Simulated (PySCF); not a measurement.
Computed IR spectrum (relative IR intensity) of a molecule C4H11NSi. The structure is a stationary point at PBE-D3(BJ)/def2-SVP. One conformer was computed; it need not be the lowest. Method: PBE-D3(BJ)/def2-SVP (PySCF). Frequencies are harmonic and unscaled.

Lines under 2 % of the strongest are left out, and lines within 2 cm⁻¹ are merged.

| ν (cm⁻¹) | relative intensity |
|---|---|
| 442 | 3.1 |
| 537 | 4.6 |
| 604 | 6.5 |
| 638 | 14 |
| 715 | 49 |
| 757 | 4.6 |
| 837 | 4.7 |
| 880 | 100 |
| 904 | 12 |
| 916 | 11 |
| 925 | 6.1 |
| 964 | 5.1 |
| 1009 | 3.0 |
| 1087 | 3.4 |
| 1109 | 2.4 |
| 1153 | 6.4 |
| 1202 | 5.9 |
| 1270 | 3.5 |
| 1367 | 2.9 |
| 1399 | 2.7 |
| 1420 | 2.2 |
| 1450 | 5.7 |
| 2143 | 38 |
| 2152 | 46 |
| 2157 | 52 |
| 2878 | 36 |
| 3000 | 14 |
| 3055 | 8.1 |
| 3059 | 4.8 |
| 3062 | 2.0 |
| 3162 | 2.2 |

Task: Which structure fits?
A. CNC1([SiH3])CC1
B. C[C@]1([SiH3])CCN1
C. C=CCCN[SiH3]
D. NC[SiH2]C1CC1

Result: A, CNC1([SiH3])CC1
